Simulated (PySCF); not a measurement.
# Electron correlation in P(3+) (phosphorus, charge +3)

[Ne] 3s2, closed-shell 1S. Computed with PySCF 2.14 in def2-TZVP, with the non-relativistic Hamiltonian (point nucleus). Frozen: [Ne]; 2 electrons correlated.

Total MP2 correlation energy: -34.85 mhartree.

Same-spin part 0.00 and opposite-spin part -34.85 mhartree; SCS-MP2 scales them by 1/3 and 6/5 to -41.82 mhartree.

With two correlated electrons CCSD is exact within the correlated space (frozen core and kept virtual orbitals).

```json
{"level": "CCSD", "correlation energy (mhartree)": "-49.42"}
```

Diagnostics: T1 = 0.0047, D1 = 0.0066, largest double amplitude 0.115.

Cost of the coupled-cluster step: 0.14 s of wall time on 1 thread of Neoverse-N1 (shared host), for 2 correlated electrons.

Iterations:

```
CC2 = 0
CCSD nocc = 1, nmo = 32
frozen orbitals [0, 1, 2, 3, 4]
max_cycle = 100
direct = 0
conv_tol = 1e-08
conv_tol_normt = 1e-06
diis_space = 8
diis_start_cycle = 0
Init t2, MP2 energy = -338.588828680549  E_corr(MP2) -0.0348464925488204
Init E_corr(CCSD) = -0.0348464925488259
cycle = 1  E_corr(CCSD) = -0.0437137176039662  dE = -0.00886722506  norm(t1,t2) = 0.0450242
cycle = 2  E_corr(CCSD) = -0.0469653777567375  dE = -0.00325166015  norm(t1,t2) = 0.0193571
cycle = 3  E_corr(CCSD) = -0.0494274953135692  dE = -0.00246211756  norm(t1,t2) = 0.00873848
cycle = 4  E_corr(CCSD) = -0.0494174977430264  dE = 9.99757054e-06  norm(t1,t2) = 0.000402152
cycle = 5  E_corr(CCSD) = -0.0494235639890556  dE = -6.06624603e-06  norm(t1,t2) = 1.87013e-05
cycle = 6  E_corr(CCSD) = -0.0494222836325291  dE = 1.28035653e-06  norm(t1,t2) = 3.53805e-06
cycle = 7  E_corr(CCSD) = -0.0494224645142486  dE = -1.80881719e-07  norm(t1,t2) = 6.13961e-07
cycle = 8  E_corr(CCSD) = -0.0494224648931522  dE = -3.78903645e-10  norm(t1,t2) = 3.01992e-08
CCSD converged
E(CCSD) = -338.6034046528936  E_corr = -0.04942246489315223
```
